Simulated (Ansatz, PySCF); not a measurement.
Nb(F)4(Me) (CH3F4Nb), SMILES [CH3][Nb]([F])([F])([F])[F], multiplicity 1. Atoms are numbered in the order given.

```xyz
9

Nb     0.0180     0.0031    -0.0149
F      1.3467    -0.5274     1.1996
F     -1.4128     0.4721    -1.1358
F      0.0173     1.7055     0.7141
F      0.9868    -0.6612    -1.4447
C     -1.3027    -1.3745     0.9155
H     -0.7543    -2.1286     1.4989
H     -1.9509    -1.8453     0.1594
H     -1.9356    -0.7729     1.5944
```

Geometry: r2SCAN-D4/def2-SVP. The spin state was assumed, not searched. The structure was generated by enumeration; whether it is a known compound was not checked. The def2 effective core potentials stand for the cores of Nb; spin–orbit coupling is left out.

Two levels are set side by side: PBE-D3(BJ)/def2-SVP (Ansatz, a first-principles code) and r2SCAN-D4/def2-SVP (Ansatz). Each level has its own optimised geometry; the coordinates shown are those of the second. Frequencies come from the Hessian of PySCF at each geometry. Differences are taken from unrounded values.

```json
[
 {"quantity": "mean bond length (Å)", "r2SCAN-D4": "1.611", "PBE-D3(BJ)": "1.620", "PBE-D3(BJ) minus r2SCAN-D4": "0.009"},
 {"quantity": "bond Nb1–F2 (Å)", "r2SCAN-D4": "1.877", "PBE-D3(BJ)": "1.886", "PBE-D3(BJ) minus r2SCAN-D4": "0.010"},
 {"quantity": "bond Nb1–F3 (Å)", "r2SCAN-D4": "1.877", "PBE-D3(BJ)": "1.886", "PBE-D3(BJ) minus r2SCAN-D4": "0.009"},
 {"quantity": "bond Nb1–F4 (Å)", "r2SCAN-D4": "1.852", "PBE-D3(BJ)": "1.862", "PBE-D3(BJ) minus r2SCAN-D4": "0.010"},
 {"quantity": "bond Nb1–F5 (Å)", "r2SCAN-D4": "1.850", "PBE-D3(BJ)": "1.860", "PBE-D3(BJ) minus r2SCAN-D4": "0.009"},
 {"quantity": "bond Nb1–C6 (Å)", "r2SCAN-D4": "2.123", "PBE-D3(BJ)": "2.136", "PBE-D3(BJ) minus r2SCAN-D4": "0.013"},
 {"quantity": "bond C6–H7 (Å)", "r2SCAN-D4": "1.100", "PBE-D3(BJ)": "1.108", "PBE-D3(BJ) minus r2SCAN-D4": "0.008"},
 {"quantity": "bond C6–H8 (Å)", "r2SCAN-D4": "1.102", "PBE-D3(BJ)": "1.108", "PBE-D3(BJ) minus r2SCAN-D4": "0.006"},
 {"quantity": "bond C6–H9 (Å)", "r2SCAN-D4": "1.106", "PBE-D3(BJ)": "1.113", "PBE-D3(BJ) minus r2SCAN-D4": "0.007"},
 {"quantity": "highest harmonic wavenumber (cm⁻¹)", "r2SCAN-D4": "3176", "PBE-D3(BJ)": "3107", "PBE-D3(BJ) minus r2SCAN-D4": "-69"},
 {"quantity": "mean harmonic wavenumber (cm⁻¹)", "r2SCAN-D4": "918", "PBE-D3(BJ)": "897", "PBE-D3(BJ) minus r2SCAN-D4": "-21"},
 {"quantity": "zero-point energy (kcal/mol)", "r2SCAN-D4": "27.56", "PBE-D3(BJ)": "26.93", "PBE-D3(BJ) minus r2SCAN-D4": "-0.63"}
]
```
